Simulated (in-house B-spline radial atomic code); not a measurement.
The numbers below are computed, except where a source is named.
Ni in an electron gas of r_s = 2.2: phase shifts, screening, friction and resistivity

A nucleus sits in a uniform electron gas with a rigid positive background. The Kohn-Sham equations are solved self-consistently in the spin-unpolarised LDA (PW92), non-relativistic, on B-splines with outgoing waves at the boundary and partial waves to l = 8. The model has no lattice, no bands and no magnetic solution. Atomic units; δ_l are the phase shifts at the Fermi level, counted so that each bound state adds π, and good to about 0.0005.

The density parameter is r_s = 2.2 bohr, near that of the valence electrons of Ga (3 per atom, density 5.91 g/cm³, mass 69.72 u, which gives r_s = 2.19).

```json
{"l": "0", "δ_l (rad)": "9.3886"}
{"l": "1", "δ_l (rad)": "6.5606"}
{"l": "2", "δ_l (rad)": "2.9470"}
{"l": "3", "δ_l (rad)": "0.0186"}
{"l": "4", "δ_l (rad)": "0.0040"}
{"l": "5", "δ_l (rad)": "0.0005"}
{"l": "6", "δ_l (rad)": "0.0001"}
{"l": "7", "δ_l (rad)": "-0.0001"}
{"l": "8", "δ_l (rad)": "-0.0001"}
```

Bound levels below the band bottom (hartree): s -297.2, s -34.63, p -30.19, s -3.317, p -1.966.

Check the Friedel sum rule, and say where the screening charge sits.

k_F = (9π/4)^(1/3)/r_s = 0.87234. The rule is Z = (2/π) Σ (2l + 1) δ_l. The terms are s 5.977, p 12.530, d 9.381, f 0.083 and 0.025 beyond, in all 27.995 against Z = 28. Bound states hold 6 s, 12 p, 0 d electrons, so the scattering states carry 10.00 in all.

Find the transport cross section and the electronic stopping of a 1 keV Ni ion (mass 58.69 u).

σ_tr = (4π/k_F²) Σ (l + 1) sin²(δ_l − δ_(l+1)). The terms for l = 0 to 3 are 0.0952, 0.4135, 0.1343, 0.0009, all together 0.6438, so σ_tr = 16.513 × 0.6438 = 10.632 bohr². With n = 3/(4π r_s³) = 0.02242, the friction coefficient is Q = n k_F σ_tr = 0.2079. For v well below v_F = 0.872, dE/dx = Q v; with 24801 eV per u at v = 1, v = √(1000/(24801 × 58.69)) = 0.0262, so dE/dx = 0.00545 hartree/bohr = 2.8 eV/nm. The largest term couples the p and d waves.

What residual resistivity would 1 atomic per cent of such centres give in Ga?

Δρ = k_F n_i σ_tr/n in atomic units of 21.74 μΩ·cm. With one host atom per 3 electrons, n_i/n = 0.01/3, so Δρ = 0.8723 × 0.00333 × 10.632 × 21.74 = 0.67 μΩ·cm. This is an atom added to the gas, as on an interstitial site.

On a substitutional site the background of one host ion, a sphere holding 3 charges, is taken out. The phase shifts for l = 0 to 4 become 8.8184, 5.9522, 2.6295, -0.0577, -0.0130. What follows?

The Friedel sum is now 24.99, for Z − 3 = 25. The sum in σ_tr is 0.7253, so σ_tr = 11.98 bohr² and Δρ = 0.76 μΩ·cm per atomic per cent, 1.13 times the value above. A real host ion scatters too, so this model doesn't give zero even for the host's own atom.
